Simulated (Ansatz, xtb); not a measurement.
# BF2H5Si2: where a starting geometry ends

The starting geometry of this gas-phase singlet has its atoms placed at random.

```tsv
atom	x (Å)	y (Å)	z (Å)
B	-1.0706	-1.1110	-1.5467
F	-0.9053	0.7638	0.8139
F	-0.9773	0.0817	-0.4424
Si	0.7297	-1.2523	-0.5237
Si	-0.9089	1.0111	-2.0170
H	-1.0895	-0.7150	-0.2138
H	1.2434	0.1194	-0.4028
H	-0.2128	0.8280	0.2577
H	-0.6699	-0.2250	1.3221
H	0.2243	-1.4374	0.5915
```

Question: One run relaxed it with r2SCAN-D4/def2-SVP. What is a likely outcome?

Answer: It ends as a structure with F3 bridging Si5 and H8, H9 bridging Si5 and B1, given below by its coordinates. Distances that change by over a tenth: B1–F3 (1.63 → 2.89 Å), B1–Si5 (2.18 → 1.92 Å), B1–H6 (1.39 → 1.21 Å), F2–H9 (1.14 → 3.23 Å), Si4–H10 (1.24 → 1.49 Å), Si5–H9 (3.57 → 1.78 Å). Contacts that open: F2–H8 (0.89 → 1.34 Å), F3–H6 (0.84 → 4.02 Å). Contacts that close: B1–H9 (3.03 → 1.33 Å), F2–Si4 (2.92 → 1.74 Å), F3–H8 (1.28 → 1.01 Å).

The energy falls by 24.78 eV over 53 steps:

```
step  E − E(last) (eV)
   1            24.782
   7             5.988
  13             3.088
  18             1.867
  24             1.283
  30             1.189
  36             1.159
  41             0.657
  47             0.131
  53             0.000
```

Final geometry (Å):

```tsv
atom	x (Å)	y (Å)	z (Å)
B	-0.7569	-1.0281	-0.9157
F	0.4358	1.0593	0.7297
F	-1.5526	1.6911	-0.3499
Si	0.7243	-0.5985	0.2999
Si	-2.0209	0.2234	-1.6353
H	-0.7998	-2.0913	-1.4994
H	2.0808	-0.5574	-0.3187
H	-0.6872	1.5027	0.1452
H	-1.9108	-0.9172	-0.2683
H	0.8504	-1.2210	1.6512
```

From the same start GFN2-xTB ends elsewhere, in pieces: BFH4Si2 + FH.

From so rough a start the end depends on the optimiser's path, so another program may land elsewhere. The end wasn't checked by frequencies. Run with Ansatz 0.2.0, 65 s on 2 threads of Intel(R) Xeon(R) 6975P-C (Granite Rapids) (shared host).
